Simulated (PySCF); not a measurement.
Molfile (atoms numbered from 1):
```
C7H10F2Si
     RDKit          3D

 20 20  0  0  0  0  0  0  0  0999 V2000
   -1.6220   -1.3050    0.3700 C   0  0  0  0  0  0  0  0  0  0  0  0
   -0.5215   -0.2971    0.0278 C   0  0  2  0  0  0  0  0  0  0  0  0
   -1.3155    1.3498   -0.5779 Si  0  0  0  0  0  4  0  0  0  0  0  0
   -2.2296    1.8799    0.6423 F   0  0  0  0  0  0  0  0  0  0  0  0
    0.3335   -0.8022   -1.0914 C   0  0  0  0  0  0  0  0  0  0  0  0
    1.6007   -0.4150   -1.2368 C   0  0  0  0  0  0  0  0  0  0  0  0
    2.1851    0.4528   -0.2373 C   0  0  0  0  0  0  0  0  0  0  0  0
    3.3642    1.0354   -0.5609 F   0  0  0  0  0  0  0  0  0  0  0  0
    1.6108    0.6736    0.9421 C   0  0  0  0  0  0  0  0  0  0  0  0
    0.3382   -0.0458    1.2759 C   0  0  0  0  0  0  0  0  0  0  0  0
   -2.2631   -0.9159    1.1580 H   0  0  0  0  0  0  0  0  0  0  0  0
   -1.1838   -2.2404    0.7176 H   0  0  0  0  0  0  0  0  0  0  0  0
   -2.2400   -1.5209   -0.4990 H   0  0  0  0  0  0  0  0  0  0  0  0
   -0.3402    2.3963   -0.8160 H   0  0  0  0  0  0  0  0  0  0  0  0
   -2.2457    1.1157   -1.6711 H   0  0  0  0  0  0  0  0  0  0  0  0
   -0.1401   -1.4359   -1.8266 H   0  0  0  0  0  0  0  0  0  0  0  0
    2.2183   -0.7178   -2.0675 H   0  0  0  0  0  0  0  0  0  0  0  0
    2.0804    1.2905    1.6912 H   0  0  0  0  0  0  0  0  0  0  0  0
    0.5966   -1.0081    1.7422 H   0  0  0  0  0  0  0  0  0  0  0  0
   -0.2312    0.5208    2.0142 H   0  0  0  0  0  0  0  0  0  0  0  0
  2  1  1  1
  2  3  1  0
  3  4  1  0
  2  5  1  0
  5  6  2  0
  6  7  1  0
  7  8  1  0
  7  9  2  0
  9 10  1  0
 10  2  1  0
  1 11  1  0
  1 12  1  0
  1 13  1  0
  3 14  1  0
  3 15  1  0
  5 16  1  0
  6 17  1  0
  9 18  1  0
 10 19  1  0
 10 20  1  0
M  END
```

PySCF 2.14 calculation with GFN2-xTB geometry and PBE0/pcSseg-1 with gauge-including orbitals; in vacuum, one conformer, rapidly exchanging positions averaged, non-relativistic.

Scale: 13C (σref 186.93), 1H (σref 31.72), 29Si (σref 349.16) against TMS; CFCl3 for 19F (σref 170.95) (reference shieldings calculated alike).

```tsv
atoms	nucleus	count	δ (ppm)
C6	13C	1	?
C10	13C	1	33.3
C1	13C	1	24.4
H14	1H	1	5.13
H15	1H	1	4.54
C2	13C	1	32.1
H17	1H	1	6.15
H11/H12/H13	1H	3	?
F4	19F	1	?
Si3	29Si	1	?
H19	1H	1	2.52
C7	13C	1	?
H16	1H	1	?
H18	1H	1	5.38
C5	13C	1	142.8
F8	19F	1	-118.4
H20	1H	1	2.46
C9	13C	1	107.9
```

Task: Fill in the missing shifts.

Result: 
- C7: 169.2 ppm, fully substituted alkene carbon
- C6: 128.8 ppm, alkene CH; the olefinic region
- H16: 5.67 ppm, hydrogen on an alkene CH; olefinic region
- H11/H12/H13: 1.36 ppm, hydrogen on a methyl carbon
- Si3: -8.2 ppm, silicon bonded to C, F, 2 H
- F4: -226.9 ppm, fluorine bonded to Si

Shifts are as computed. Against solution values, carbons near 30 ppm lie about +3 ppm off and those near 130 ppm about +5 ppm. Of 1309 compounds with measured shifts, 239 miss one by over three times the rms of a fit or turn the order of signals round; such compounds aren't used in these exercises. Unscaled 19F shifts against computed CFCl3 carry errors that often reach 10 to 50 ppm.
